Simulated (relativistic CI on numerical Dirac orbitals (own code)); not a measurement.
# Cu4+: 3p photoemission

Computed with this model: Dirac-Coulomb-Breit CI, KLI orbitals optimised for each configuration, a model potential for QED, multiplet model of photoemission in the sudden approximation, unscaled Slater integrals; configurations [Ar] 3d7 → [Ne] 3s2 3p5 3d7; 80 K; Lorentzian 0.56 eV and Gaussian 0.6 eV FWHM. Energies are those of the free ion, without screening or charge transfer. The energies are binding energies and can lie tens of eV above those of solids. S is read from ⟨S²⟩ = S(S + 1).

Field parameters in Wybourne normalisation: Oh B⁴₀ = 21Dq, B⁴₄ = √(5/14) B⁴₀. The field is a parameter set, without covalency.

Peaks in eV (height, largest 100): 146.6 (100), 150.2 (24), 151.6 (80), 153.4 (32), 159.5 (63), 164.3 (7), 166.1 (6), 170.2 (13), 173.4 (41), 174.6 (47).

(1) Which surroundings give this spectrum?
A. Oh, 10Dq = 5000 cm⁻¹
B. free ion
C. Oh, 10Dq = 13800 cm⁻¹
D. Oh, 10Dq = 31400 cm⁻¹

Answers

(1) B. free ion, where the ground state has S = 1.50.
